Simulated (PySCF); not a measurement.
# A thermochemical cycle for MoH

PBE0 in PySCF with def2-TZVPPD on every atom (core potentials on Mo), for the lowest determinant that a PBE0 search found; no spin–orbit coupling. MoH, a sextet (σ ↑, π ↑↑, δ ↑↑), has De = 2.38 eV to neutral atoms, and MoH⁺, a quintet (π ↑↑, δ ↑↑), has De = 1.90 eV to Mo⁺ (4d5) + H.

The adiabatic ionisation energy of MoH, between the minima, is 7.73 eV.

Problem. Which ionisation energy of the Mo atom does this level give?

Solution. IE(Mo) = IE(molecule) + De(ion) − De(neutral) = 7.73 + 1.90 − 2.38 = 7.25 eV; the measured value is 7.092 eV (NIST ASD).

The metal atom is held in its measured ground configuration; semilocal functionals can put another filling of s and d lower by some tenths of an eV, and De to that atom would be smaller. Spin–orbit coupling is left out, which matters for elements this heavy, above all for dissociation energies. For an ion De counts to the pair picked by the measured ionisation energies or electron affinities, which need not be the lowest pair at this level. With d or f electrons several states lie close, and the lowest PBE0 determinant need not be the measured ground state.
